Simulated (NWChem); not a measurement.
**A calculation on BiF2 (+1)**

```xyz
3

Bi     0.0000     0.0000     0.2357
F     -1.4797     0.0000    -1.0870
F      1.4797     0.0000    -1.0870
```
Charge +1, spin multiplicity 1.

All runs are NWChem calculations. Structure: optimised with B3LYP/def2-SVP with def2 effective core potentials on Bi, a minimum by its harmonic frequencies.

Symmetry labels belong to the abelian group C2v used in the runs, with the axes of the coordinates shown.

Effective core potentials replace the inner electrons of Bi; spin-orbit coupling is left out. The spin multiplicity of the parent species was assumed, not shown to be that of its ground state. The structure started from a generated list of species.

List the lowest 3 singlet excitations that CIS/def2-SVPD with def2 effective core potentials on Bi gives, with oscillator strengths.


| state | symmetry | energy (eV) | wavelength (nm) | f |
|---|---|---|---|---|
| 1 | b2 | 6.20 | 200 | 0.090 |
| 2 | a2 | 7.77 | 159 | 0.000 |
| 3 | b1 | 8.21 | 151 | 0.009 |
